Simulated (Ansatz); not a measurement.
# How methods differ on SbH2 (SMILES [SbH2])

The species is SbH2 (3 atoms), meant as a doublet with charge 0. As SMILES, `[SbH2]`. The coordinates come from a PBE0-D4/def2-TZVP relaxation.

```xyz
3

Sb    0.6598   -0.3463    0.3157
H     0.0467    1.2442    0.1632
H    -0.7173   -0.9627   -0.4921
```

Each level gives the energy change with the Sb1–H3 bond stretched from 1.711 to 2.139 Å (eV). The values are calculated.

| level | kind | program | value (eV) | less FCI/STO-3G | CPU time (all runs) |
| --- | --- | --- | --- | --- | --- |
| UHF/STO-3G | Hartree–Fock | Ansatz | 1.47 | +0.38 | 0.45 s |
| UPBE/STO-3G | GGA | Ansatz | 1.10 | +0.01 | 2.9 s |
| U-r2SCAN/STO-3G | meta-GGA | Ansatz | 1.21 | +0.12 | 10 s |
| UB3LYP/STO-3G | global hybrid | Ansatz | 1.21 | +0.12 | 3.6 s |
| U-wB97M-V/STO-3G | range-separated hybrid | Ansatz | 1.34 | +0.25 | 33 s |
| UB2PLYP/STO-3G | double hybrid | Ansatz | 1.29 | +0.20 | 4 s |
| RPA@PBE/STO-3G | RPA | Ansatz | 1.08 | -0.01 | 3.5 s |
| UMP2/STO-3G | perturbation theory | Ansatz | 1.48 | +0.39 | 0.47 s |
| UCCSD(T)/STO-3G | coupled cluster or CI | Ansatz | 1.09 | 0.00 | 0.62 s |
| FCI/STO-3G | exact in the basis | Ansatz | 1.09 | 0.00 | 0.81 s |

FCI/STO-3G is exact within its basis and frozen core, so for wave-function methods in that basis the difference is their error; functionals converge differently with the basis, so for them it is only a difference. All-electron rows without a relativistic Hamiltonian named are non-relativistic. The first shape isn't each level's own minimum. The values span 1.08 to 1.48 eV. Spin contamination of the reference (⟨S²⟩ at least 0.1 too high) touches UHF/STO-3G, UMP2/STO-3G, UCCSD(T)/STO-3G. All rows use very small basis sets, so even the best lies far from the true value. In the correlated wave-function rows the outer d shell of Sb is correlated, in sets not made for it. Times are those of the runs behind each value, whatever else they computed, on shared processors of several kinds: orders of magnitude only.
